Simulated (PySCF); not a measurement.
CH3AlBrFO. Atoms are numbered in the order given.

```xyz
8

Al     0.6792    -0.5166     0.0000
F      2.3329    -0.5060     0.0000
Br    -0.4292     1.4315     0.0000
O     -0.1129    -1.9937     0.0000
C     -1.4226    -2.4922     0.0000
H     -1.5906    -3.1213    -0.8914
H     -1.5906    -3.1213     0.8914
H     -2.1828    -1.6893     0.0000
```

Geometry: B3LYP-D3(BJ)/def2-SVP. The values are those of a single conformer.

Level of theory: IEF-PCM-M06-2X/def2-SVP run with PySCF.

The values are the electrostatic part of the solvation free energy, E(continuum) − E(gas) at the gas-phase geometry, in a cavity of scaled van der Waals radii (PySCF's table); cavitation and dispersion terms are not included. A continuum can't describe solvent molecules that bind to the metal. In vacuum the orbital gap is 9.71 eV. The dipole moment in vacuum is 2.21 D.

Estimate the values in water (ε = 78.36), ethylethanoate (ε = 5.99), dichloromethane (ε = 8.93). (Estimate from the structure and the level; the computed values follow.)


```csv
solvent,ε,ΔG(elec) (kcal/mol),dipole (D),gap (eV)
water,78.36,-6.7,2.48,9.85
ethylethanoate,5.99,-5.1,2.43,9.81
dichloromethane,8.93,-5.7,2.45,9.82
```
